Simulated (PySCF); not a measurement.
Al(H)2(NH2) (AlH4N), SMILES [NH2][AlH2].

The structure is a stationary point at B3LYP-D3(BJ)/def2-TZVP.

Level of theory: TDDFT-M06-2X/def2-TZVPD in PySCF.

Vertical excitations. Isolated molecule, no solvent. State labels are in the subgroup C2v.

Question: Give excitation energies, oscillator strengths and character. (An estimate is asked for; the answer gives what the named calculation found.)

Answer: 
```csv
state,symmetry,energy (eV),λ (nm),f,main pairs
S1,A2,6.08,204,0.000,HOMO−1→LUMO 99 %
S2,B1,6.36,195,0.068,"HOMO→LUMO+1 78 %, HOMO→LUMO+2 15 %"
S3,A1,6.42,193,0.093,HOMO→LUMO 98 %
S4,B2,7.49,166,0.022,"HOMO−1→LUMO+1 73 %, HOMO−1→LUMO+2 19 %"
S5,B1,7.61,163,0.009,"HOMO→LUMO+3 45 %, HOMO−2→LUMO 45 %"
S6,A2,7.91,157,0.000,HOMO→LUMO+4 88 %
S7,B1,7.95,156,0.062,"HOMO→LUMO+2 63 %, HOMO→LUMO+1 16 %, HOMO−2→LUMO 12 %"
S8,B1,7.97,156,0.080,"HOMO−2→LUMO 38 %, HOMO→LUMO+3 38 %, HOMO→LUMO+2 14 %"
S9,B2,8.04,154,0.069,"HOMO−1→LUMO+2 69 %, HOMO−1→LUMO+1 20 %"
S10,B1,8.30,149,0.001,HOMO→LUMO+5 81 %
T1,A1,5.30,234,0,HOMO→LUMO 93 %
T2,A2,5.65,219,0,HOMO−1→LUMO 97 %
T3,B1,6.07,204,0,"HOMO→LUMO+1 68 %, HOMO→LUMO+2 19 %"
T4,B1,7.00,177,0,HOMO−2→LUMO 91 %
```
Triplets are in the Tamm–Dancoff approximation, which puts them higher than full response would, so one can lie above its singlet here.
